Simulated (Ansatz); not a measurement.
The same ligand exchange along the group B, Al, Ga, In.

Computed with Ansatz on PBE0-D4/def2-TZVP structures; ΔE is electronic, products minus reactants. CBS: MP2 limit from def2 TZ/QZ plus the TZ coupled-cluster correction, frozen cores. This one scheme is used for every species. Functionals use def2-TZVPP. B3LYP here is the variant with VWN-RPA as its local correlation; programs differ in this. def2 core potentials past Kr. For Ga, In outer-core shells are correlated without core-valence functions, which leaves a few kJ/mol of doubt a bond. Scalar relativity is left out up to krypton. One conformer a species, not always the lowest.

```csv
reaction,B3LYP-D4 (kcal/mol),PBE-D4 (kcal/mol),r2SCAN-D4 (kcal/mol)
`OB(O)S` + H–F → `OB(O)F` + H₂S,-21.8,-18.7,-21.4
`[OH][Al]([OH])[SH]` + H–F → `[OH][Al]([OH])[F]` + H₂S,-18.0,-15.2,-17.2
`[OH][Ga]([OH])[SH]` + H–F → `[OH][Ga]([OH])[F]` + H₂S,1.8,3.4,2.0
`[OH][In]([OH])[SH]` + H–F → `[OH][In]([OH])[F]` + H₂S,8.5,9.3,8.7
```

Give the CCSD(T)/CBS values in the same order. (Estimate.)

Ansatz gave: -20.0, -16.7, 3.7, 10.3 kcal/mol.

Largest T1 diagnostic: 0.017, for `[OH][In]([OH])[F]`.
